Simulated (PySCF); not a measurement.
**Neon: a sound run and one with changed settings**

Sound run: Ne(2+) [He] 2s2 2p4, Ne(3+) [He] 2s2 2p3. All numbers are calculated (PySCF 2.14, no relativity, point nucleus, in pcseg-2 (4s3p2d1f, 30 functions)). The sound run starts from symmetry-adapted Hartree-Fock orbitals and uses a fine grid where one is needed.

Changed run: 6 angular points. This setting is unsound on purpose.

```json
{"species": "Ne(2+)", "method": "UHF", "sound run (hartree)": "-126.36567", "changed run (hartree)": "-126.36567", "converged": "yes"}
{"species": "Ne(2+)", "method": "M06-2X", "sound run (hartree)": "-126.63066", "changed run (hartree)": "-126.68777", "converged": "yes"}
{"species": "Ne(2+)", "method": "LDA", "sound run (hartree)": "-125.88277", "changed run (hartree)": "-126.62982", "converged": "yes"}
{"species": "Ne(3+)", "method": "UHF", "sound run (hartree)": "-124.09000", "changed run (hartree)": "-124.09000", "converged": "yes"}
{"species": "Ne(3+)", "method": "M06-2X", "sound run (hartree)": "-124.29764", "changed run (hartree)": "-124.33866", "converged": "yes"}
{"species": "Ne(3+)", "method": "LDA", "sound run (hartree)": "-123.54154", "changed run (hartree)": "-123.96920", "converged": "yes"}
```

Ionisation energy of Ne(2+):

| method | sound run (eV) | changed run (eV) |
| --- | --- | --- |
| UHF | 61.924 | 61.924 |
| M06-2X | 63.485 | 63.922 |
| LDA | 63.708 | 72.399 |

A coarse angular grid integrates products of high-l functions wrongly, so density functionals can shift, and the SCF can exploit the error; Hartree-Fock and MP2 need no grid.

For comparison, NIST gives 63.423 eV between the lowest levels.
